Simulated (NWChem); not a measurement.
# C3H6OSi; SMILES OC[SiH2]C#C

```xyz
11

C      0.8507     2.5336    -0.0508
C      0.1472     1.5436     0.0257
Si    -0.9119     0.0473     0.1293
C      0.0111    -1.4739    -0.5176
O      1.0972    -1.7405     0.3331
H      1.4730     3.4087    -0.1153
H     -2.1247     0.2572    -0.7199
H     -1.3274    -0.1584     1.5464
H     -0.7146    -2.3135    -0.5683
H      0.3206    -1.2649    -1.5624
H      1.6049    -2.4704    -0.0349
```
Atoms are numbered in this order, from 1.

Level: PBE0/def2-SVP (NWChem), optimised geometry, unscaled harmonic frequencies. 

Problem. List the harmonic frequencies with IR intensities, and the thermochemistry.

Solution. 
| frequency (cm⁻¹) | IR intensity (km/mol) |
|---|---|
| 79 | 2.0 |
| 133 | 14.5 |
| 232 | 2.1 |
| 244 | 6.7 |
| 265 | 94.9 |
| 357 | 49.8 |
| 563 | 54.5 |
| 612 | 49.6 |
| 684 | 22.1 |
| 723 | 23.9 |
| 743 | 27.8 |
| 747 | 26.8 |
| 803 | 65.5 |
| 896 | 197.2 |
| 938 | 102.1 |
| 1126 | 60.3 |
| 1187 | 38.4 |
| 1237 | 6.4 |
| 1371 | 7.6 |
| 1477 | 6.6 |
| 2168 | 34.6 |
| 2229 | 101.1 |
| 2252 | 89.1 |
| 2982 | 40.8 |
| 3032 | 33.1 |
| 3475 | 52.7 |
| 3880 | 45.9 |

| Property | Result |
|---|---|
| zero-point energy | 49.2 kcal/mol |
| thermal correction to the enthalpy at 298.15 K (with zero-point energy) | 54.3 kcal/mol |
| heat capacity Cv | 24.4 cal/(mol K) |
| entropy at 298.15 K and 1 atm (symmetry number 1) | 81.9 cal/(mol K) |
| dipole moment | 1.86 D |

Rigid rotor and harmonic oscillator; modes under 100 cm⁻¹ make the entropy uncertain.
